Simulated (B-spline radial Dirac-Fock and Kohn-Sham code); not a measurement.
## The Y-like isoelectronic sequence (39 electrons), Z = 57 to 68

The computed values come from an atomic code on a B-spline grid: Dirac-Fock (average of configuration) total-energy differences with a finite nucleus, the Breit interaction including its frequency dependence, and self-energy and vacuum-polarisation corrections. Binding energies in eV, tabulated ground configurations ([Kr] 4d3 throughout). Correlation and solid-state effects are left out.

```
  ion      3s   3p3/2   4p1/2   4p3/2  outermost level  NIST ionisation energy
La¹⁸⁺  1817.9  1576.5   615.6   595.2       494.9 (4d)                 498 ± 3
Ce¹⁹⁺  1931.4  1677.9   666.8   644.2       539.9 (4d)                 543 ± 4
Pr²⁰⁺       ?       ?       ?       ?                ?                       ?
Nd²¹⁺  2169.6  1890.1   775.1   747.6       635.0 (4d)                 638 ± 4
Pm²²⁺  2294.3  2001.0   832.2   801.9       685.2 (4d)                 689 ± 4
Sm²³⁺  2422.9  2115.1   891.4   858.1       737.1 (4d)                 742 ± 4
Eu²⁴⁺  2555.3  2232.3   952.5   916.0       790.8 (4d)                 795 ± 4
Gd²⁵⁺  2691.7  2352.7  1015.6   975.7       846.2 (4d)                 851 ± 4
Tb²⁶⁺  2832.0  2476.4  1080.8  1037.2       903.4 (4d)                 909 ± 4
Dy²⁷⁺  2976.2  2603.2  1148.0  1100.5       962.4 (4d)                 969 ± 4
Ho²⁸⁺  3124.5  2733.2  1217.2  1165.6      1023.1 (4d)                1029 ± 4
Er²⁹⁺  3276.9  2866.4  1288.6  1232.4      1085.6 (4d)                1092 ± 4
```

Q: Fill in the row of Pr²⁰⁺.

A: 3s 2048.6, 3p3/2 1782.4, 4p1/2 720.0, 4p3/2 695.0, outermost 586.5 (4d), NIST 590 ± 4 eV.

NIST's values are for the lowest levels; a dash marks a value that is missing or belongs to another shell. Their kind here: theoretical. Where a p, d or f shell is open in either ion the computed value averages over both j values and all terms, while the table refers to the lowest levels; that difference holds spin-orbit splitting (largest in heavy or highly charged ions), term energies where several electrons share open shells, and correlation, and it can reach 10 % or more.
